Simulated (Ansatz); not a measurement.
`[SiH3][O][GeH3]` and `[SiH3][S][GeH3]` differ in one element.

Ansatz, PBE0-D4/def2-TZVP geometries, multiplicity 1. 

Scalar relativity is left out up to krypton.

| property | `[SiH3][O][GeH3]` |
| --- | --- |
| ideal-gas entropy at 298 K and 1 bar (rigid rotor, harmonic PBE0-D4/def2-TZVP) / J/(mol·K) | 345 |
| HOMO energy (PBE/def2-TZVPP) / eV | -7.02 |
| HOMO–LUMO gap (B3LYP/def2-TZVPP) / eV | 7.77 |
| LUMO energy (B3LYP/def2-TZVPP) / eV | -0.48 |
| size of the dipole moment (ωB97M-V/def2-TZVPP) / D | 1.30 |
| HOMO–LUMO gap (PBE/def2-TZVPP) / eV | 5.89 |

Problem. What does the change do to each property? (An estimate is asked.)

Solution. Ansatz gave: 
| property | `[SiH3][S][GeH3]` | shift |
| --- | --- | --- |
| ideal-gas entropy at 298 K and 1 bar (rigid rotor, harmonic PBE0-D4/def2-TZVP) / J/(mol·K) | 353 | 8 |
| HOMO energy (PBE/def2-TZVPP) / eV | -6.19 | 0.83 |
| HOMO–LUMO gap (B3LYP/def2-TZVPP) / eV | 6.66 | -1.11 |
| LUMO energy (B3LYP/def2-TZVPP) / eV | -0.48 | 0.00 |
| size of the dipole moment (ωB97M-V/def2-TZVPP) / D | 1.16 | -0.14 |
| HOMO–LUMO gap (PBE/def2-TZVPP) / eV | 5.06 | -0.83 |

Dipoles are sizes alone; their direction can turn. Modes under 60 cm⁻¹, often nearly free rotors, make the harmonic entropy too high.

B3LYP here is the variant with VWN-RPA as its local correlation; programs differ in this.
